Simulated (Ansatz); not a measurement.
(1) Predict a relaxed structure of Si(CCH)2H2 (C₄H₄Si), charge 0, singlet, at PBE0-D4/def2-SVP (Ansatz).

## Answers

(1) 
```csv
atom,x (Å),y (Å),z (Å)
Si1,-0.814,0.492,0.071
C2,0.126,0.229,-1.481
C3,0.743,0.060,-2.515
H4,1.291,-0.091,-3.428
C5,0.042,-0.331,1.466
C6,0.604,-0.874,2.398
H7,1.103,-1.355,3.221
H8,-2.181,-0.083,-0.077
H9,-0.913,1.953,0.346
```
Point group C2v (tolerance 0.1 Å). This is one stationary point.
